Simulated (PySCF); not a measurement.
Tl(I) anion (ITl), SMILES [I][Tl] (connectivity only; charge and spin as stated), charge -1, multiplicity 2. Geometry: PBE-D3(BJ)/def2-TZVPD. The spin state was assumed, not searched. The def2 effective core potentials stand for the cores of I, Tl; spin–orbit coupling is left out.

These are PBE-D3(BJ)/def2-TZVPD run with PySCF 2.14.0 values and carry that method's errors.

Harmonic wavenumbers (cm⁻¹): 94. Rotational constants (GHz): 0.6711 (linear); symmetry number 1.

Q: Work out the zero-point energy and the ideal-gas rigid-rotor harmonic-oscillator thermochemistry at 298.15 K and 1 atm.

A: ZPE = ½ Σ hcν = ½ × 94 cm⁻¹ = 0.56 kJ/mol. H − E(el) = 11.20 kJ/mol. Entropy in J/(mol K): translation 181.12, rotation 84.25, vibration 15.00, spin 5.76, total 286.13. G − E(el) = -74.11 kJ/mol. Cp = 37.28 J/(mol K). Modes under 150 cm⁻¹ make the vibrational entropy uncertain.
